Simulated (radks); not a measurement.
Values are calculated unless marked as measured or tabulated.
Task: Species: the praseodymium ion Pr2+. Configuration: [Xe] 4f3. Code: a radial shooting solver on a logarithmic mesh with Libxc functionals. Model: scalar-relativistic Kohn-Sham, BLYP, spin-polarised, spherical densities, finite nucleus; open shells are filled with parallel spins first (spin-orbit coupling, left out, can overturn this in heavy ions); Fermi nuclear charge, rms radius 4.8919 fm. Some entries of the table are withheld. Estimate them.

orbital,occ.,eigenvalue (eV),<1/r> (bohr^-1),<r> (bohr)
1s down,1,-41830.02,64.68,0.02409
1s up,1,-41830.02,64.68,0.02409
2s up,1,-6739.844,14.93,0.1031
2s down,1,-6739.839,14.93,0.1031
2p up,3,-6032.686,14.11,0.09054
2p down,3,-6032.683,14.11,0.09054
3s up,1,-1463.603,5.429,0.2724
3s down,1,-1462.886,5.431,0.2723
3p up,3,-1239.606,5.136,0.2705
3p down,3,-1238.892,5.138,0.2704
3d up,5,-924.8441,4.874,0.2476
3d down,5,-924.2888,4.876,0.2474
4s up,1,-301.4264,2.267,0.6227
4s down,1,-299.3382,2.267,0.6225
4p up,3,-228.2682,2.088,0.6597
4p down,3,-226.1638,2.089,0.6595
4d up,5,-123.6481,1.820,(1)
4d down,5,-121.5354,1.820,(2)
5s up,1,-52.1281,0.8817,1.500
5s down,1,-50.7698,0.8736,1.511
5p up,3,(3),0.7470,1.747
5p down,3,(4),0.7372,1.767
4f up,3,-14.3613,1.203,1.134
4f down,0,-12.5711,1.173,1.187

Result: 
(1) 4d up <r> (bohr): 0.7278
(2) 4d down <r> (bohr): 0.7279
(3) 5p up eigenvalue (eV): -34.3648
(4) 5p down eigenvalue (eV): -33.3030
